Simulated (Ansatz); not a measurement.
Isolated molecules relaxed with PBE0-D4/def2-TZVP in Ansatz; ΔE leaves out vibrations. CCSD(T)/CBS is the MP2 limit (def2-TZVPP, def2-QZVPP) plus CCSD(T) − MP2 in def2-TZVPP, frozen cores. This one scheme is used for every species. Functionals use def2-TZVPP. B3LYP here is the variant with VWN-RPA as its local correlation; programs differ in this. Each species was taken in one conformer, which may not be the lowest.

Consider the cleavage of the Si–Si bond: `N[SiH](O)[Si](N)(F)F` + H₂S → `N[SiH](O)S` + `N[SiH](F)F`.

```json
{"level": "PBE-D4", "ΔE (kJ/mol)": "-69.8", "difference from CCSD(T)/CBS": "17.9"}
{"level": "r2SCAN-D4", "ΔE (kJ/mol)": "-85.1", "difference from CCSD(T)/CBS": "2.6"}
{"level": "PBE0-D4", "ΔE (kJ/mol)": "-77.9", "difference from CCSD(T)/CBS": "9.8"}
{"level": "B3LYP-D4", "ΔE (kJ/mol)": "-77.7", "difference from CCSD(T)/CBS": "10.0"}
{"level": "ωB97X-V", "ΔE (kJ/mol)": "-81.5", "difference from CCSD(T)/CBS": "6.2"}
{"level": "ωB97M-V", "ΔE (kJ/mol)": "-87.7", "difference from CCSD(T)/CBS": "0.0"}
{"level": "B2PLYP", "ΔE (kJ/mol)": "-88.4", "difference from CCSD(T)/CBS": "-0.7"}
{"level": "PBE", "ΔE (kJ/mol)": "-73.7", "difference from CCSD(T)/CBS": "14.0"}
{"level": "r2SCAN", "ΔE (kJ/mol)": "-86.7", "difference from CCSD(T)/CBS": "1.0"}
{"level": "PBE0", "ΔE (kJ/mol)": "-81.7", "difference from CCSD(T)/CBS": "6.0"}
{"level": "B3LYP", "ΔE (kJ/mol)": "-83.7", "difference from CCSD(T)/CBS": "4.0"}
{"level": "HF/def2-TZVPP", "ΔE (kJ/mol)": "-101.3", "difference from CCSD(T)/CBS": "-13.6"}
{"level": "MP2/def2-TZVPP", "ΔE (kJ/mol)": "-96.3", "difference from CCSD(T)/CBS": "-8.6"}
{"level": "SCS-MP2/def2-TZVPP", "ΔE (kJ/mol)": "-94.2", "difference from CCSD(T)/CBS": "-6.5"}
{"level": "CCSD/def2-TZVPP", "ΔE (kJ/mol)": "-87.7", "difference from CCSD(T)/CBS": "0.0"}
{"level": "CCSD(T)/def2-TZVPP", "ΔE (kJ/mol)": "-86.3", "difference from CCSD(T)/CBS": "1.4"}
{"level": "HF/def2-QZVPP", "ΔE (kJ/mol)": "-101.9", "difference from CCSD(T)/CBS": "-14.2"}
{"level": "MP2/def2-QZVPP", "ΔE (kJ/mol)": "-97.3", "difference from CCSD(T)/CBS": "-9.6"}
{"level": "SCS-MP2/def2-QZVPP", "ΔE (kJ/mol)": "-95.3", "difference from CCSD(T)/CBS": "-7.6"}
{"level": "HF/CBS(def2)", "ΔE (kJ/mol)": "-102.0", "difference from CCSD(T)/CBS": "-14.3"}
{"level": "MP2/CBS(def2)", "ΔE (kJ/mol)": "-97.6", "difference from CCSD(T)/CBS": "-9.9"}
{"level": "CCSD/CBS(def2)", "ΔE (kJ/mol)": "-89.1", "difference from CCSD(T)/CBS": "-1.4"}
{"level": "CCSD(T)/CBS", "ΔE (kJ/mol)": "-87.7", "difference from CCSD(T)/CBS": "0"}
```

Largest T1 diagnostic among the species: 0.012.

In def2-TZVPP, CCSD(T) changes the Hartree–Fock value by +15.0 kJ/mol (the triples alone add +1.4 kJ/mol) and MP2 by +5.0 kJ/mol. The D4 term adds +5.9 kJ/mol with B3LYP and +3.9 kJ/mol with PBE0; it sums over pairs of atoms, weighted by their polarisabilities, and B3LYP, whose exchange is more repulsive, gets the larger term. From PBE to PBE0 (25 % exact exchange), in def2-TZVPP and without D4, ΔE moves by −8.0 kJ/mol.
